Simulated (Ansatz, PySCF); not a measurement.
CuI, SMILES [Cu][I], multiplicity 1. Atoms are numbered in the order given.

```xyz
2

Cu     0.0000     0.0000    -1.5397
I      0.0000     0.0000     0.8362
```
Charge 0, spin multiplicity 1.

Coordinates come from a PBE0-D3(BJ)/def2-TZVP optimisation. The multiplicity is an assumed one; other spin states were not compared. The def2 effective core potentials stand for the cores of I; spin–orbit coupling is left out.

Two levels are set side by side: PBE-D3(BJ)/def2-TZVP (Ansatz, a quantum-chemistry and plane-wave program) and PBE0-D3(BJ)/def2-TZVP (Ansatz). Each level has its own optimised geometry; the coordinates shown are those of the second. Frequencies come from the Hessian of PySCF at each geometry. Differences are taken from unrounded values.

| quantity | PBE0-D3(BJ) |
|---|---|
| bond Cu1–I2 (Å) | 2.376 |
| highest harmonic wavenumber (cm⁻¹) | 254 |
| mean harmonic wavenumber (cm⁻¹) | 254 |
| zero-point energy (kcal/mol) | 0.36 |

Problem. What does PBE-D3(BJ) give, and how far is it from PBE0-D3(BJ)? (Estimate from the structure and the level; the computed values follow.)

Solution. 
| quantity | PBE-D3(BJ) | PBE-D3(BJ) minus PBE0-D3(BJ) |
|---|---|---|
| bond Cu1–I2 (Å) | 2.371 | -0.005 |
| highest harmonic wavenumber (cm⁻¹) | 254 | 1 |
| mean harmonic wavenumber (cm⁻¹) | 254 | 1 |
| zero-point energy (kcal/mol) | 0.36 | 0.00 |

On these quantities the two levels nearly agree.
